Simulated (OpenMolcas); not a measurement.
Cr4+ with 6 ligands (bromide) in octahedral coordination (Oh). A charge of +0.333 e stands 3.2 Å behind each ligand. Ligand basis ANO-RCC-VDZP.

* Program: OpenMolcas 26.06
* Method: CASSCF
* Basis: ANO-RCC-VDZP [5s4p2d1f]
* Scalar Hamiltonian: DKH2, point nucleus
* Active space: 2 electrons in 5 orbitals (3d)
* State averaging: 2S+1 = 3 even, 10 roots; 2S+1 = 1 even, 15 roots
* Spin-orbit coupling: state interaction with AMFI integrals over the reference wave functions

All ligands move together. At R = 2.43 Å the first state of the same spin is 14956 cm-1, and at R = 2.54 Å it is 12367 cm-1.

Problem. A third run gives 14200 cm-1. What distance was it run at?

Solution. With a power law R^-n the two known points give n = -ln(12367 / 14956) / ln(2.54 / 2.43) = 4.29. Then R = 2.43 × (14956 / 14200)^(1/4.29) = 2.460 Å. The run was at 2.46 Å, so the estimate is off by 0 Å.

An orbital triplet at a regular site is open to Jahn-Teller coupling, which can distort the site and quench the lowest spin-orbit gaps and is left out. Without dynamic correlation the repulsion within the d shell is too large (B by tens of per cent), so at a given field states of lower spin stand too high. Ligand-to-metal charge-transfer states are missing. This ion would oxidise such ligands; the complex is a model and need not exist. With no ligand orbital active B as a rule stays too high, so bands that hang on it stand too high and its fall with covalency is understated. With metal d orbitals alone and no dynamic correlation the field as a rule comes out too small, by tens of per cent, by up to half for chloride and softer ligands. The least metal-like active orbital is 67 % on the metal (Löwdin) and no ligand orbital is active, so the numbers are rough (holds for R = 2.43; R = 2.46). The least metal-like active orbital is 66 % on the metal (Löwdin) and no ligand orbital is active, so the numbers are rough (holds for R = 2.54). No measured value stands beside these numbers; the geometry was imposed, not optimised, and the real ion may take another.
